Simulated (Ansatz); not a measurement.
Reaction (cleavage of the Si–B bond): `OB(F)[SiH3]` + `NBS` → `[SiH3]NBS` + `OBF`

Isolated molecules relaxed with PBE0-D4/def2-TZVP in Ansatz; ΔE leaves out vibrations. CCSD(T)/CBS adds triple-zeta CCSD(T) − MP2 to the extrapolated MP2 energy (def2 sets, frozen cores). This one scheme is used for every species. Functionals use def2-TZVPP. B3LYP here is the variant with VWN-RPA as its local correlation; programs differ in this. HSE06 is defined as in plane-wave codes. Each species was taken in one conformer, which may not be the lowest.

| level | ΔE (kJ/mol) | difference from CCSD(T)/CBS |
| --- | --- | --- |
| PBE-D4 | -49.7 | 20.8 |
| r2SCAN-D4 | -61.1 | 9.4 |
| B3LYP-D4 | -67.1 | 3.4 |
| r2SCAN0-D4 | -65.5 | 5.0 |
| HSE06-D4 | -56.9 | 13.6 |
| BHLYP-D4 | -75.6 | -5.1 |
| ωB97M-V | -68.6 | 1.9 |
| B2PLYP | -70.6 | -0.1 |
| PBE | -47.8 | 22.7 |
| r2SCAN | -60.5 | 10.0 |
| HSE06 | -55.4 | 15.1 |
| CAM-B3LYP | -67.5 | 3.0 |
| MP2/def2-SVP | -76.8 | -6.3 |
| CCSD/def2-SVP | -70.1 | 0.4 |
| MP2/def2-TZVPP | -78.9 | -8.4 |
| CCSD/def2-TZVPP | -71.8 | -1.3 |
| CCSD(T)/CBS | -70.5 | 0 |

Largest T1 diagnostic among the species: 0.014.

In def2-TZVPP, CCSD(T) changes the Hartree–Fock value by +13.7 kJ/mol (the triples alone add +1.5 kJ/mol) and MP2 by +5.1 kJ/mol. Leaving LDA and LC-ωPBE aside and taking each functional with its dispersion term where it has one, the values spread over 25.9 kJ/mol, from BHLYP-D4 to PBE-D4.
